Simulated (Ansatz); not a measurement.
Born–Oppenheimer molecular dynamics of C$_{3}$H$_{8}$B$_{2}$Cl$_{2}$ (15 atoms, charge 0, multiplicity 1). It starts from a relaxed structure.

All numbers below come from Ansatz, UKS PBE/STO-3G.

* ensemble: NVT, Langevin thermostat
* time step: 0.5 fs
* steps asked: 156
* set temperature: 200 K
* friction: 0.001 /fs
* masses: H 3.016 u
* seed: 252825

Frames 1 fs apart, positions in Å.

Velocities at 20.0 fs (Å/ps):

```
B 1.46 5.77 1.25
B 5.80 -2.13 4.06
C 0.02 -1.40 2.51
Cl 0.74 0.48 0.94
Cl -1.71 1.14 -1.29
C -1.26 -0.03 0.49
C -0.67 -4.99 -0.88
H 1.59 10.12 -0.90
H 9.48 -0.70 -0.32
H -7.05 -0.25 -7.42
H -3.14 11.31 -0.93
H -11.92 2.79 1.95
H 4.05 -0.40 -4.15
H -1.49 -3.41 2.49
H 3.28 -9.87 -0.74
```

```xyz
15
Properties=species:S:1:pos:R:3 time_fs=20.0 energy_less_start_eV=0.140 T=106
B 0.269 0.444 2.256
B 0.959 1.026 0.891
C 0.458 0.718 -0.549
Cl -0.094 2.565 -0.022
Cl 1.619 0.832 -1.943
C -0.833 -0.106 -0.928
C -0.464 -1.643 -1.027
H -0.498 1.082 2.874
H 0.585 -0.612 2.733
H 2.042 1.411 0.944
H -1.608 0.053 -0.120
H -1.250 0.225 -1.913
H -1.413 -2.124 -1.401
H -0.167 -2.039 -0.035
H 0.339 -1.777 -1.758
15
Properties=species:S:1:pos:R:3 time_fs=21.0 energy_less_start_eV=0.151 T=102
B 0.270 0.450 2.257
B 0.964 1.024 0.896
C 0.458 0.716 -0.546
Cl -0.093 2.566 -0.021
Cl 1.618 0.834 -1.944
C -0.834 -0.106 -0.927
C -0.465 -1.648 -1.028
H -0.497 1.092 2.874
H 0.594 -0.612 2.732
H 2.037 1.411 0.937
H -1.611 0.064 -0.121
H -1.261 0.227 -1.911
H -1.408 -2.125 -1.404
H -0.169 -2.042 -0.034
H 0.343 -1.787 -1.759
15
Properties=species:S:1:pos:R:3 time_fs=22.0 energy_less_start_eV=0.156 T=97
B 0.272 0.455 2.259
B 0.969 1.021 0.900
C 0.457 0.714 -0.544
Cl -0.092 2.566 -0.021
Cl 1.616 0.835 -1.946
C -0.835 -0.107 -0.926
C -0.467 -1.652 -1.028
H -0.496 1.103 2.874
H 0.603 -0.611 2.730
H 2.036 1.412 0.931
H -1.611 0.076 -0.125
H -1.271 0.231 -1.907
H -1.400 -2.126 -1.406
H -0.171 -2.046 -0.033
H 0.347 -1.797 -1.760
15
Properties=species:S:1:pos:R:3 time_fs=23.0 energy_less_start_eV=0.154 T=98
B 0.275 0.459 2.262
B 0.973 1.018 0.904
C 0.455 0.712 -0.543
Cl -0.092 2.567 -0.020
Cl 1.615 0.836 -1.948
C -0.835 -0.107 -0.925
C -0.470 -1.655 -1.029
H -0.496 1.113 2.874
H 0.611 -0.607 2.728
H 2.040 1.415 0.925
H -1.610 0.086 -0.130
H -1.281 0.234 -1.901
H -1.391 -2.129 -1.408
H -0.174 -2.050 -0.033
H 0.351 -1.808 -1.762
15
Properties=species:S:1:pos:R:3 time_fs=24.0 energy_less_start_eV=0.148 T=100
B 0.277 0.462 2.265
B 0.977 1.015 0.909
C 0.453 0.710 -0.541
Cl -0.091 2.568 -0.019
Cl 1.613 0.837 -1.949
C -0.836 -0.107 -0.925
C -0.472 -1.657 -1.029
H -0.496 1.123 2.875
H 0.618 -0.601 2.724
H 2.048 1.420 0.921
H -1.607 0.096 -0.136
H -1.289 0.236 -1.895
H -1.382 -2.133 -1.408
H -0.176 -2.054 -0.034
H 0.355 -1.817 -1.763
15
Properties=species:S:1:pos:R:3 time_fs=25.0 energy_less_start_eV=0.143 T=101
B 0.279 0.465 2.268
B 0.979 1.012 0.913
C 0.450 0.708 -0.540
Cl -0.091 2.568 -0.019
Cl 1.612 0.838 -1.951
C -0.836 -0.107 -0.924
C -0.475 -1.658 -1.030
H -0.495 1.133 2.876
H 0.625 -0.593 2.721
H 2.060 1.425 0.918
H -1.603 0.105 -0.142
H -1.296 0.238 -1.887
H -1.374 -2.139 -1.409
H -0.180 -2.058 -0.036
H 0.358 -1.827 -1.764
15
Properties=species:S:1:pos:R:3 time_fs=26.0 energy_less_start_eV=0.142 T=101
B 0.281 0.467 2.273
B 0.982 1.009 0.916
C 0.447 0.706 -0.540
Cl -0.091 2.569 -0.018
Cl 1.611 0.839 -1.953
C -0.835 -0.107 -0.924
C -0.478 -1.658 -1.031
H -0.495 1.141 2.877
H 0.629 -0.584 2.716
H 2.074 1.430 0.915
H -1.598 0.113 -0.148
H -1.301 0.240 -1.879
H -1.368 -2.147 -1.409
H -0.184 -2.062 -0.039
H 0.359 -1.836 -1.762
15
Properties=species:S:1:pos:R:3 time_fs=27.0 energy_less_start_eV=0.146 T=98
B 0.283 0.469 2.277
B 0.984 1.006 0.919
C 0.443 0.704 -0.539
Cl -0.091 2.570 -0.018
Cl 1.610 0.840 -1.956
C -0.835 -0.108 -0.923
C -0.480 -1.657 -1.032
H -0.494 1.149 2.877
H 0.633 -0.575 2.712
H 2.089 1.436 0.913
H -1.593 0.120 -0.153
H -1.304 0.242 -1.871
H -1.363 -2.157 -1.409
H -0.189 -2.066 -0.043
H 0.358 -1.844 -1.759
15
Properties=species:S:1:pos:R:3 time_fs=28.0 energy_less_start_eV=0.155 T=94
B 0.286 0.472 2.283
B 0.987 1.004 0.922
C 0.440 0.702 -0.539
Cl -0.091 2.571 -0.018
Cl 1.609 0.841 -1.958
C -0.834 -0.108 -0.923
C -0.481 -1.656 -1.033
H -0.493 1.155 2.877
H 0.636 -0.565 2.708
H 2.103 1.440 0.911
H -1.588 0.125 -0.157
H -1.305 0.243 -1.863
H -1.361 -2.169 -1.410
H -0.195 -2.070 -0.047
H 0.356 -1.850 -1.754
15
Properties=species:S:1:pos:R:3 time_fs=29.0 energy_less_start_eV=0.168 T=89
B 0.289 0.474 2.288
B 0.990 1.001 0.924
C 0.437 0.700 -0.540
Cl -0.091 2.571 -0.017
Cl 1.607 0.841 -1.960
C -0.832 -0.109 -0.924
C -0.482 -1.653 -1.034
H -0.491 1.159 2.878
H 0.639 -0.556 2.705
H 2.116 1.443 0.911
H -1.583 0.129 -0.159
H -1.305 0.244 -1.856
H -1.362 -2.183 -1.411
H -0.202 -2.074 -0.051
H 0.353 -1.855 -1.749
15
Properties=species:S:1:pos:R:3 time_fs=30.0 energy_less_start_eV=0.182 T=81
B 0.291 0.477 2.293
B 0.993 1.000 0.925
C 0.433 0.699 -0.540
Cl -0.091 2.572 -0.017
Cl 1.606 0.842 -1.963
C -0.831 -0.111 -0.924
C -0.482 -1.650 -1.035
H -0.489 1.162 2.878
H 0.641 -0.549 2.704
H 2.127 1.444 0.911
H -1.578 0.131 -0.159
H -1.303 0.245 -1.851
H -1.363 -2.197 -1.413
H -0.209 -2.077 -0.055
H 0.349 -1.859 -1.742
15
Properties=species:S:1:pos:R:3 time_fs=31.0 energy_less_start_eV=0.194 T=79
B 0.293 0.481 2.299
B 0.997 0.998 0.926
C 0.430 0.698 -0.541
Cl -0.091 2.573 -0.016
Cl 1.605 0.842 -1.965
C -0.829 -0.113 -0.925
C -0.483 -1.647 -1.036
H -0.486 1.164 2.879
H 0.644 -0.544 2.705
H 2.135 1.444 0.912
H -1.575 0.132 -0.157
H -1.300 0.246 -1.849
H -1.365 -2.212 -1.415
H -0.216 -2.080 -0.057
H 0.345 -1.862 -1.735
```

Of the whole run (78 fs, mean temperature of the second half 95 K): The mean temperature of the second half is 52 % below the set value. A run of 0.078 ps of so small a system gives no equilibrium averages. Limits of this set-up: minimal basis.

The run took 13 min on 1 thread of Arm Neoverse V2, on a shared host, peak memory 0.14 GiB.
